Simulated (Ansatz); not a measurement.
Gas-phase electronic energies from Ansatz, PBE0-D4/def2-TZVP geometries. CBS: MP2 limit from def2 TZ/QZ plus the TZ coupled-cluster correction, frozen cores. This one scheme is used for every species. Functionals use def2-TZVPP. B3LYP here is the variant with VWN-RPA as its local correlation; programs differ in this.

`C[C@@H]1[AlH][Si@H]1[SiH3]` + CH₄ → `C[C@H]1[AlH][Si@@H]1C` + SiH₄  (formal exchange of groups at the Si–Si bond)

Q: Is it downhill or uphill in electronic energy at CCSD(T)/CBS, and by how much? (An estimate is asked.)

A: The calculation gave: Uphill: ΔE = +23.7 kJ/mol.

Q: What do these levels give: r2SCAN-D4, B3LYP-D4, ωB97X-V, ωB97M-V, PBE0, B3LYP, HF/def2-TZVPP, SCS-MP2/def2-TZVPP, HF/def2-QZVPP, MP2/def2-QZVPP, SCS-MP2/def2-QZVPP, MP2/CBS(def2)? (Estimate.)

A: Ansatz gave: r2SCAN-D4 29.1, B3LYP-D4 25.7, ωB97X-V 21.6, ωB97M-V 17.4, PBE0 30.2, B3LYP 23.1, HF/def2-TZVPP 13.1, SCS-MP2/def2-TZVPP 16.8, HF/def2-QZVPP 12.3, MP2/def2-QZVPP 19.5, SCS-MP2/def2-QZVPP 17.2, MP2/CBS(def2) 20.2 kJ/mol.

Largest T1 diagnostic among the species: 0.013.

From PBE to PBE0 (25 % exact exchange), in def2-TZVPP and without D4, ΔE moves by −3.4 kJ/mol. In def2-TZVPP, CCSD(T) changes the Hartree–Fock value by +9.5 kJ/mol (the triples alone add +2.0 kJ/mol) and MP2 by +6.1 kJ/mol.
